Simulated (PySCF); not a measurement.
# Dipole response of Pd⁺ (palladium, charge +1)

[Kr] 4d9, 2D determinant. Calculation: PySCF 2.14, in aug-cc-pVTZ-PP with one added diffuse shell each of s, p, d, f, g type with ECP28MDF (7s7p6d4f3g, 113 functions); scalar relativity through the core potential. Coupled (time-dependent) response in atomic units; α is the mean over directions.

```tsv
method	mean α (bohr³)	α xx, yy, zz	C₆ (like pair)	S(−4)
UHF	10.15	9.843, 9.843, 10.75	60.58	32.99
PBE	12.62	12.36, 12.36, 13.13	77.49	61.94
PBE0	11.72	11.44, 11.44, 12.27	71.41	49.61
```

S(−4) is the Cauchy moment in α(ω) = α(0) + S(−4) ω² + …

Spin-orbit coupling is absent.

α(iu) at PBE:

```csv
u (hartree),α(iu) (bohr³)
0,12.62
0.0500,12.46
0.100,12.05
0.200,10.76
0.300,9.389
0.500,7.216
0.750,5.443
1.00,4.272
1.50,2.836
2.00,2.013
3.00,1.152
5.00,0.5066
```

A single London oscillator, α(iu) = α/(1 + u²/ω²), gives C₆ = (3/4) ω α². Matching the computed C₆ needs ω = 4 × 77.49 / (3 × 12.62²) = 0.649 hartree.

For an ion, C₆ is the dispersion term alone; charge-induced terms of lower order in 1/R come first.

The components differ because the open shell of this determinant is not spherical; for a pure term their mean is the scalar polarisability.

Energies and moments cover only the electrons outside the core potential.
